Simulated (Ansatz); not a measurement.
Basis sets compared for Na₉⁺. The state is a singlet with charge 1. Geometry r2SCAN/def2-SVP. Ansatz on 4 threads of Arm Neoverse V2 on a shared host; times are rough, and most runs start from earlier orbitals.

```xyz
9

Na   -1.370   -2.210    2.769
Na    2.444   -2.097    0.807
Na   -0.418    3.062   -0.589
Na   -0.736   -2.280   -0.889
Na    0.187    0.443    1.411
Na   -1.719    0.402   -2.970
Na   -3.066    0.456    0.590
Na    3.024    2.144    0.826
Na    1.654    0.080   -1.956
```

The restricted singlet is unstable towards broken spin symmetry in Hartree–Fock (as tested in another run); at PBE/def2-SVP, PBE/def2-TZVP, PBE0/def2-SVP, PBE0/def2-TZVP this wasn't settled. Another isomer (singlet) lies 0.04 eV lower at PBE0/def2-TZVP; other spin states weren't run for this one.

```json
{"level": "PBE/def2-SVP", "functions": "135", "energy (Eh)": "-1458.9997", "HOMO (eV)": "-5.73", "LUMO (eV)": "-4.66", "wall time": "4 s"}
{"level": "PBE0/def2-SVP", "functions": "135", "energy (Eh)": "-1459.1265", "HOMO (eV)": "-6.08", "LUMO (eV)": "-4.21", "wall time": "6.5 s"}
```

Estimate the rows for PBE/def2-TZVP (with forces), PBE0/def2-TZVP.


| level | functions | energy (Eh) | HOMO (eV) | LUMO (eV) | wall time |
| --- | --- | --- | --- | --- | --- |
| PBE/def2-TZVP (with forces) | 288 | -1459.5359 | -5.76 | -4.70 | 8.5 s |
| PBE0/def2-TZVP | 288 | -1459.6575 | -6.11 | -4.23 | 17 s |
